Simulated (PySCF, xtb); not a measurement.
BH3N, SMILES [BH]N (connectivity only; charge and spin as stated), charge +1, multiplicity 1.

xtb 6.7.1 with GFN2-xTB at its own geometry gives an orbital gap of 5.18 eV.

Geometry: TPSSh-D3(BJ)/def2-TZVP. The multiplicity is an assumed one; other spin states were not compared. The isomer is the one that the SMILES or the coordinates give; other isomers of the formula were not compared.

Question: What does B3LYP/def2-TZVPD (PySCF) give? (The exact figures need the calculation; the answer reports its results.)

Answer: gap 7.57 eV (levels -16.68 and -9.11 eV).
